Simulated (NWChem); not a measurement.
Molecule: CH3BeClS; SMILES [S]([Be][Cl])C

```xyz
7

Be     0.2187    -0.4575    -0.0010
Cl    -0.2684    -2.2097    -0.0027
S      0.7460     1.3629     0.0029
C     -0.8815     2.2101    -0.0002
H     -1.4465     1.9960    -0.9169
H     -0.6697     3.2870     0.0349
H     -1.4800     1.9449     0.8812
```
Atoms are numbered in this order, from 1.

The geometry was optimised at PBE0/def2-SVP.

**Question.** Give the principal values of the shielding tensors (ppm) of Be1, Cl2, S3, C4 from B3LYP/6-311G** (spherical d), GIAO (NWChem), with their diamagnetic and paramagnetic parts as GIAO splits them.

**Answer.** 
```
atom    σ11    σ22     σ33  isotropic  diamagnetic  paramagnetic
----  -----  -----  ------  ---------  -----------  ------------
Be1    49.5   55.7   157.9       87.7        149.7         -62.0
Cl2   790.0  851.6  1122.9      921.5       1148.0        -226.6
S3    591.6  641.6   791.0      674.7       1056.6        -381.9
C4    164.0  165.5   190.2      173.3        250.9         -77.7
```
